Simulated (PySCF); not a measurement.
Be(SH)(SMe) (CH4BeS2), SMILES [Be]([SH])[S]C.

The structure is a stationary point at PBE0-D3(BJ)/def2-SVP. Other conformers were not sampled.

All values below come from PySCF with ωB97X/def2-TZVPD.

Computed frontier levels, gap, dipole moment and polarisability:
| Quantity | Result |
|---|---|
| highest occupied level | -9.53 eV |
| lowest empty level | 1.00 eV |
| orbital gap | 10.54 eV |
| dipole moment | 1.69 D |
| quadrupole, principal values (traceless, Buckingham form, about the centre of nuclear charge) | -8.51, 2.38, 6.13 D·Å |
| mean static polarisability | 71.6 bohr³ (10.61 Å³) |
| polarisability, principal values | 59.3, 66.5, 88.9 bohr³ |
